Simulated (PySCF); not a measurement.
A PySCF script (with the pyscf-properties extension) for the NMR shieldings of `InChI=1S/C2H8FNSi3/c3-2(5)7-6-1-4/h2H,6-7H2,5H3/t2-/m1/s1`, on a GFN2-xTB geometry:

```python
import basis_set_exchange as bse
import numpy as np
from pyscf import gto, dft
from pyscf.prop import nmr

atoms = """
N    -2.264160    2.720602    0.188383
C    -2.217332    1.580937    0.074459
Si   -2.082349   -0.271014   -0.142873
Si   -0.254507   -0.675355   -1.508374
C     1.302888   -0.879436   -0.400152
F     0.996168   -1.882615    0.538611
Si    1.926009    0.654750    0.572213
H    -2.026349   -0.779111    1.231598
H    -3.379164   -0.643015   -0.724979
H    -0.414094   -1.924483   -2.267535
H     0.069126    0.388712   -2.465857
H     2.125296   -1.297179   -0.990573
H     0.800827    1.186368    1.339584
H     2.405425    1.609256   -0.425430
H     3.007802    0.219574    1.453356
"""
names = dict.fromkeys(["N", "C", "Si", "F", "H"], "pcSseg-1")
basis = {el: gto.basis.parse(bse.get_basis(n, elements=[el], fmt="nwchem")) for el, n in names.items()}
mol = gto.M(atom=atoms, basis=basis, charge=0, verbose=0)
mf = dft.RKS(mol, xc="PBE0")
mf.grids.level = 2
mf.grids.alignment = dft.numint.BLKSIZE   # the property module wants whole blocks of grid points
mf.conv_tol = 1e-9
mf.kernel()

calc = nmr.RKS(mf)   # GIAO
C = mf.mo_coeff
Co = C[:, mf.mo_occ > 0]
resp = mf.gen_response(singlet=True, hermi=2)
def vind(x):   # induced exchange potential for any number of trial vectors
    d = np.einsum("pi,xij,qj->xpq", C, 2 * x.reshape(-1, C.shape[1], Co.shape[1]), Co, optimize=True)
    return np.einsum("xpq,pi,qj->xij", resp(d - d.transpose(0, 2, 1)), C, Co, optimize=True).ravel()
mo1, _ = nmr.rhf.solve_mo1(calc, with_cphf=vind)
sigma = calc.kernel(mo1)
for i, s in enumerate(sigma):   # ppm
    print("%2d %-2s %9.2f" % (i, mol.atom_pure_symbol(i), np.trace(s) / 3))
```

Task: What are the results?

Result: 
```
 0 N    -103.44
 1 C      63.86
 2 Si    455.93
 3 Si    420.12
 4 C     106.53
 5 F     461.72
 6 Si    420.41
 7 H      27.25
 8 H      27.42
 9 H      27.32
10 H      27.49
11 H      25.95
12 H      27.43
13 H      27.74
14 H      27.43
```

These numbers come from an equivalent density-fitted implementation of the same equations, which agrees with the script to about 0.01 ppm for H and up to a few tenths of a ppm for heavy atoms, so last digits may differ.

Task: Turn these shieldings into chemical shifts. δ = σ(ref) − σ, references computed at the same level: 15N (267.73 ppm) vs NH3; 13C (186.93 ppm) and 29Si (349.16 ppm) and 1H (31.72 ppm) vs TMS; 19F (170.95 ppm) vs CFCl3.

Result: Averaging equivalent atoms: N 0: 371.2; C 1: 123.1; C 4: 80.4; Si 3: -71.0; Si 6: -71.3; Si 2: -106.8; F 5: -290.8; H 11: 5.76; H 7: 4.46; H 9: 4.40; H 8: 4.30; H 10: 4.23; H 12/13/14: 4.19 ppm. Unscaled 19F shifts against computed CFCl3 carry errors that often reach 10 to 50 ppm. Experimental scales use liquid or dissolved standards, which lie at an offset from isolated NH3 (liquid NH3: subtract about 20 ppm). Unscaled 15N shifts of sp2 nitrogen come out 20 to 40 ppm too high even then.

Size and cost of the density-fitted run: 180 basis functions, 75 s wall time (62 s CPU) on 1 thread of an AMD EPYC, shared host; peak memory 0.81 GiB.
